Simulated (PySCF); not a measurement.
Isomers of C7H12N2, from PBE0-D3(BJ)/def2-SVP geometry optimisation, gas phase in PySCF. One conformer each, no zero-point energy, no frequencies.

Task: Which isomer lies lowest at this level?
A. `[H]/[N:9]=[CH:8]/[CH2:7]/[CH:6]=[C:4](\[CH2:3][N:2]=[CH2:1])[CH3:5]` with C1–N2–C3–C4 124°, N2–C3–C4–C5 61°, C4–C6–C7–C8 80°, C6–C7–C8–N9 -116°: A = 1865, B = 1382, C = 877.7 MHz, dipole 1.58 D
B. `CC(C)(C)c1cn[nH]c1`: A = 3115, B = 1179, C = 1053 MHz, dipole 2.26 D
C. `[CH:1]#[C:2][CH2:3][NH:4]/[N:5]=[C:6](/[CH3:7])[CH2:8][CH3:9]` with C2–C3–N4–N5 -77°, C3–N4–N5–C6 158°, N5–C6–C8–C9 -83°: A = 2373, B = 923.8, C = 833.7 MHz, dipole 1.88 D

Result: B. That is `CC(C)(C)C1=CNN=C1`, 42.6 kcal/mol below the next.

```csv
SMILES,mapped SMILES,E (Eh),relative (kcal/mol),relative (kJ/mol),dipole (D)
CC(C)(C)c1cn[nH]c1,[CH3:1][C:2]([CH3:3])([CH3:4])[c:5]1[cH:6][n:7][nH:8][cH:9]1,-382.75166,0.0,0.0,2.26
[H]/N=C/C/C=C(/C)CN=C,[H]/[N:9]=[CH:8]/[CH2:7]/[CH:6]=[C:4](\[CH2:3][N:2]=[CH2:1])[CH3:5],-382.68374,42.6,178.3,1.58
C#CCN/N=C(/C)CC,[CH:1]#[C:2][CH2:3][NH:4]/[N:5]=[C:6](/[CH3:7])[CH2:8][CH3:9],-382.63971,70.3,293.9,1.88
```

As drawn, the lowest has an aromatic ring and a quaternary carbon, which the highest lacks; the highest has a C≡C bond and a C=N bond, which the lowest lacks.
